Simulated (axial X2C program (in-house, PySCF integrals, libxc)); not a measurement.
# Potential curves of H₂⁻, two-component

Computed with an in-house relativistic program for diatomic molecules. Two-component (2c) means X2C with spin–orbit coupling and atomic mean-field two-electron Coulomb and Gaunt terms. Basis: H dyall-av3z [7s3p2d] (cores contracted in-house); Gaussian nuclei, density fitting, unrestricted open shells. Masses: H 1.008 u.

State: Ω = 1/2 (⟨Sz⟩ = 0.50, ⟨Lz⟩ = 0.00 at TPSSh). Energies in cm⁻¹ from the fragments at the same level (H- + H). Fits are polynomials in 1 − R0/R over 0.85 to 1.23 times the lowest point R0.

| R (Å) | TPSSh | CCSD |
| --- | --- | --- |
| 0.6508 | -25593 |  |
| 0.6807 | -26483 | -23036 |
| 0.7031 | -26890 | -23460 |
| 0.7256 | -27108 | -23697 |
| 0.7480 | -27162 | -23773 |
| 0.7742 | -27047 | -23687 |
| 0.8004 | -26772 | -23444 |
| 0.8340 | -26226 | -22942 |
| 0.8752 | -25326 |  |
| 0.9350 | -23710 |  |

Correlated methods: 3 electrons correlated (number of frozen shells: H none), 97 virtual spin orbitals or spinors in MP2, 33 natural virtuals in coupled cluster.

The state is one determinant whose occupation by symmetry is held fixed; it was picked as the lowest of a PBE0 search that is not exhaustive. De is counted from the lowest determinant-based energies of the atoms at the same level, without counterpoise correction. Density functionals use the spin component along the axis (collinear). CCSD ran in a truncated set of natural virtual spinors with an MP2 remainder; without triples it tends to underbind. The highest occupied level is positive at some bond lengths even in Hartree–Fock (under at least one Hamiltonian), so the basis set holds the extra electron there; where that holds at Re the anion is at best weakly bound and its constants depend on the basis. At some level and bond length an empty orbital lies below a filled one. Coupled cluster ran on the points near the minimum only. MP2 and coupled cluster on one determinant become unreliable at the stretched end.

Problem. What are Re, ωe and De at the TPSSh level?

Solution. At TPSSh, 2c: Re = 0.745 Å, ωe ≈ 4370 cm⁻¹, De = 3.37 eV to H- + H; Be follows as 60.3 cm⁻¹.

Problem. Fit the CCSD curve near its minimum: give the equilibrium distance, the harmonic wavenumber and the well depth.

Solution. At CCSD, 2c: Re = 0.748 Å, ωe ≈ 4280 cm⁻¹, De = 2.95 eV to H- + H; Be follows as 59.7 cm⁻¹.
